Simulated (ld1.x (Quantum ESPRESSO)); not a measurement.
**Building the PAW potential for Ne (PBE, scalar-relativistic).**

Input for ld1.x (Quantum ESPRESSO) 7.5:

```
&input
   title='Ne', zed=10., rel=1, dft='PBE', iswitch=3,
   config='[Ne] 3d-2',
   nld=3, rlderiv=1.75, eminld=-5.0, emaxld=5.0, deld=0.02
 /
 &inputp
   pseudotype=3, lpaw=.true., tm=.true., lloc=-1, rcloc=0.80,
   nlcc=.true., new_core_ps=.true.,
   which_augfun='BESSEL', rmatch_augfun=0.50,
   file_pseudopw='Ne.UPF', file_wfcaegen='ae.wfc', file_wfcncgen='nc.wfc', file_beta='beta', file_chi='chi', file_wfcusgen='us.wfc'
 /
6
2S  1  0   2.00   0.00  0.65  0.80  0.0
2S  1  0   0.00  -1.90  0.65  0.80  0.0
2P  2  1   6.00   0.00  1.10  1.55  0.0
2P  2  1   0.00  -0.55  1.10  1.55  0.0
3D  3  2  -2.00  -0.05  1.35  1.60  0.0
3D  3  2  -2.00   1.35  1.35  1.60  0.0
 &test
   configts(1)='2s2 2p6'
 /
```

Command:

```bash
ld1.x < Ne.in > Ne.out
```

Resulting log (shortened: banner, matrices, multipoles, cross overlaps and the repeated all-electron block are left out):

```
Program LD1 v.7.5
     --------------------------- All-electron run ----------------------------

     Ne
     scalar relativistic calculation

     atomic number is 10.00
     dft =PBE   lsd =0 sic =0 latt =0  beta=0.20 tr2=1.0E-14
     Exchange-correlation= PBE
                           (   1   4   3   4   0   0   0)
     mesh =1113 r(mesh) =  99.22747 a.u. xmin = -7.00 dx = 0.01250
     1 Ry =  13.60569312 eV, c = 137.03599908

     n l     nl                  e(Ry)          e(Ha)          e(eV)
     1 0     1S 1( 2.00)       -61.0630       -30.5315      -830.8043
     2 0     2S 1( 2.00)        -2.6757        -1.3379       -36.4051
     2 1     2P 1( 6.00)        -0.9800        -0.4900       -13.3342

     final scf error:  2.6E-15 reached in  30 iterations

     Etot =    -258.027612 Ry,    -129.013806 Ha,   -3510.644510 eV

     Ekin =     257.961006 Ry,     128.980503 Ha,    3509.738283 eV
     Encl =    -623.012868 Ry,    -311.506434 Ha,   -8476.521890 eV
     Eh   =     131.806734 Ry,      65.903367 Ha,    1793.321974 eV
     Exc  =     -24.782484 Ry,     -12.391242 Ha,    -337.182876 eV

     normalization and overlap integrals

     s(1S/1S) =  1.000000  <r> =   0.1579  <r2> =    0.0337  r(max) =   0.1025
     s(2S/2S) =  1.000000  <r> =   0.8970  <r2> =    0.9830  r(max) =   0.6770
     s(2P/2P) =  1.000000  <r> =   0.9815  <r2> =    1.2988  r(max) =   0.6203

     ------------------------ End of All-electron run ------------------------

     --------------------- Generating PAW atomic setup --------------------

      Generating local potential from pseudized AE potential:
      Matching radius rcloc =   0.8000

      Local pseudo, rcloc= 0.796 Estimated cut-off energy=    38.79 Ry

      Computing core charge for nlcc:

       r > 0.24 : true rho core
      Core charge pseudized with two Bessel functions
      Integrated core pseudo-charge :   1.51
      Wfc-us  2S rcutus= 0.796  Estimated cut-off energy=    72.41 Ry
      Wfc-us  2S rcutus= 0.796  Estimated cut-off energy=    74.08 Ry
      Wfc-us  2P rcutus= 1.564  Estimated cut-off energy=    32.95 Ry
      Wfc-us  2P rcutus= 1.564  Estimated cut-off energy=    38.27 Ry
      Wfc-us  3D rcutus= 1.604  Estimated cut-off energy=    39.08 Ry
      Wfc-us  3D rcutus= 1.604  Estimated cut-off energy=    40.30 Ry

     Required augmentation: BESSEL   radius:    0.500000
     Suggested rho cutoff for augmentation: 394.72 Ry

     Estimated PAW energy =  -82.026216 Ryd

     ------------------- End of pseudopotential generation -------------------

     Computing logarithmic derivative in   1.73965
     Computing logarithmic derivative in   1.73965
     Computing the partial wave expansion
     R is outside the sphere for l=    0 j= 0.00
     R is outside the sphere for l=    0 j= 0.00
     R is outside the sphere for l=    1 j= 0.00
     R is outside the sphere for l=    1 j= 0.00
     R is outside the sphere for l=    2 j= 0.00
     R is outside the sphere for l=    2 j= 0.00

     ---------------------- Testing the pseudopotential ----------------------

     Ne
     scalar relativistic calculation

     atomic number is 10.00   valence charge is  8.00
     dft = SLA  PW   PBX  PBC   lsd =0 sic =0 latt =0  beta=0.20 tr2=1.0E-14
     mesh =1113 r(mesh) =  99.22747 xmin = -7.00 dx = 0.01250

     n l     nl             e AE (Ry)        e PS (Ry)    De AE-PS (Ry)
     1 0     2S   1( 2.00)       -2.67573       -2.67577        0.00005
     2 1     2P   1( 6.00)       -0.98004       -0.98004        0.00000

     eps = 1.0E-15  iter =  4

     Etot =    -258.027612 Ry,    -129.013806 Ha,   -3510.644510 eV
     Etotps =   -82.026312 Ry,     -41.013156 Ha,   -1116.024828 eV

     Ekin =      72.697017 Ry,      36.348508 Ha,     989.093303 eV
     Encl =    -192.211638 Ry,     -96.105819 Ha,   -2615.172557 eV
     Ehrt =      62.270789 Ry,      31.135394 Ha,     847.237241 eV
     Ecxc =     -24.782480 Ry,     -12.391240 Ha,    -337.182814 eV
     (Ecc =      -6.833578 Ry,      -3.416789 Ha,     -92.975564 eV)

     ---------------------- End of pseudopotential test ----------------------
```

Generation and configuration tests took about 0.98 s on one core of a shared server CPU.

Transferability test of the new file with ld1.x, input:

```
&input
   title='Ne', zed=10., rel=1, dft='PBE', iswitch=2,
   config='[Ne] 3d-2'
 /
 &test
   file_pseudo='Ne.UPF', nconf=7,
   configts(1)='2s2 2p6',
   configts(2)='2s2 2p5',
   configts(3)='2s2 2p4',
   configts(4)='2s2 2p3',
   configts(5)='2s2 2p5.5',
   configts(6)='2s2 2p2',
   configts(7)='2s1 2p6'
 /
```

```bash
ld1.x < Ne.test.in > Ne.test.out
```

Pseudopotential blocks of its output, shortened (energy terms left out; the distinct warnings before each block abridged to one line each):

```
     ---------------------- Testing the pseudopotential ----------------------

     n l     nl             e AE (Ry)        e PS (Ry)    De AE-PS (Ry)
     1 0     2S   1( 2.00)       -2.67573       -2.67577        0.00005
     2 1     2P   1( 6.00)       -0.98004       -0.98004        0.00000

     eps = 1.0E-15  iter =  4

     Etot =    -258.027612 Ry,    -129.013806 Ha,   -3510.644510 eV
     Etotps =   -82.026312 Ry,     -41.013156 Ha,   -1116.024828 eV

     ---------------------- End of pseudopotential test ----------------------

          ---------------------- Testing the pseudopotential ----------------------

     n l     nl             e AE (Ry)        e PS (Ry)    De AE-PS (Ry)
     1 0     2S   1( 2.00)       -4.09021       -4.09254        0.00233
     2 1     2P   1( 5.00)       -2.37221       -2.37198       -0.00022

     eps = 3.1E-15  iter =  9

     Etot =    -256.375699 Ry,    -128.187850 Ha,   -3488.169091 eV
     Etotps =   -80.374422 Ry,     -40.187211 Ha,   -1093.549720 eV
     dEtot_ae =       1.651913 Ry
     dEtot_ps =       1.651890 Ry,   Delta E=       0.000023 Ry

     ---------------------- End of pseudopotential test ----------------------

          ---------------------- Testing the pseudopotential ----------------------

     n l     nl             e AE (Ry)        e PS (Ry)    De AE-PS (Ry)
     1 0     2S   1( 2.00)       -5.74246       -5.74937        0.00691  !
     2 1     2P   1( 4.00)       -4.02943       -4.02946        0.00003

     eps = 1.6E-15  iter = 10

     Etot =    -253.195543 Ry,    -126.597771 Ha,   -3444.900857 eV
     Etotps =   -77.194163 Ry,     -38.597081 Ha,   -1050.280091 eV
     dEtot_ae =       4.832069 Ry
     dEtot_ps =       4.832149 Ry,   Delta E=      -0.000080 Ry

     ---------------------- End of pseudopotential test ----------------------

          ---------------------- Testing the pseudopotential ----------------------

     n l     nl             e AE (Ry)        e PS (Ry)    De AE-PS (Ry)
     1 0     2S   1( 2.00)       -7.59575       -7.60835        0.01260  !
     2 1     2P   1( 3.00)       -5.92024       -5.91863       -0.00160

     eps = 8.8E-15  iter = 10

     Etot =    -248.239490 Ry,    -124.119745 Ha,   -3377.470323 eV
     Etotps =   -72.238343 Ry,     -36.119171 Ha,    -982.852724 eV
     dEtot_ae =       9.788122 Ry
     dEtot_ps =       9.787969 Ry,   Delta E=       0.000153 Ry

     ---------------------- End of pseudopotential test ----------------------

          ---------------------- Testing the pseudopotential ----------------------

     n l     nl             e AE (Ry)        e PS (Ry)    De AE-PS (Ry)
     1 0     2S   1( 2.00)       -3.34981       -3.35073        0.00092
     2 1     2P   1( 5.50)       -1.64003       -1.63986       -0.00017

     eps = 3.1E-15  iter =  9

     Etot =    -257.375837 Ry,    -128.687919 Ha,   -3501.776662 eV
     Etotps =   -81.374525 Ry,     -40.687263 Ha,   -1107.156817 eV
     dEtot_ae =       0.651775 Ry
     dEtot_ps =       0.651787 Ry,   Delta E=      -0.000012 Ry

     ---------------------- End of pseudopotential test ----------------------

          Warning: n=2, l=1 expected 0 nodes, found 1
     ---------------------- Testing the pseudopotential ----------------------

     n l     nl             e AE (Ry)        e PS (Ry)    De AE-PS (Ry)
     1 0     2S   1( 2.00)       -9.62731       -9.64484        0.01753  !
     2 1     2P   1( 2.00)       -8.02463       -8.01574       -0.00889  !

     eps = 1.2E-15  iter = 13

     Etot =    -241.284394 Ry,    -120.642197 Ha,   -3282.841414 eV
     Etotps =   -65.287620 Ry,     -32.643810 Ha,    -888.283329 eV
     dEtot_ae =      16.743219 Ry
     dEtot_ps =      16.738691 Ry,   Delta E=       0.004527 Ry

     ---------------------- End of pseudopotential test ----------------------

          ---------------------- Testing the pseudopotential ----------------------

     n l     nl             e AE (Ry)        e PS (Ry)    De AE-PS (Ry)
     1 0     2S   1( 1.00)       -4.10537       -4.10800        0.00263
     2 1     2P   1( 6.00)       -2.38261       -2.38562        0.00301

     eps = 5.3E-17  iter =  9

     Etot =    -254.655281 Ry,    -127.327640 Ha,   -3464.761603 eV
     Etotps =   -78.652967 Ry,     -39.326484 Ha,   -1070.128138 eV
     dEtot_ae =       3.372331 Ry
     dEtot_ps =       3.373345 Ry,   Delta E=      -0.001013 Ry

     ---------------------- End of pseudopotential test ----------------------
```
